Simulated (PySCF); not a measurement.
A structure optimised at ωB97X-D3(BJ)/def2-TZVPD, used in a PySCF frequency run:

```xyz
3

Na     0.0000     0.0000    -0.9239
O      0.0000     0.0000     1.0233
H      0.0000     0.0000     1.9761
```
Charge 0, spin multiplicity 1.

Question: Write its SMILES, formula and point group.

Answer: [OH][Na], HNaO, C∞v

Question: What are its rotational constants (standard atomic weights)?

Answer: 12.601 GHz (linear rotor, B only)
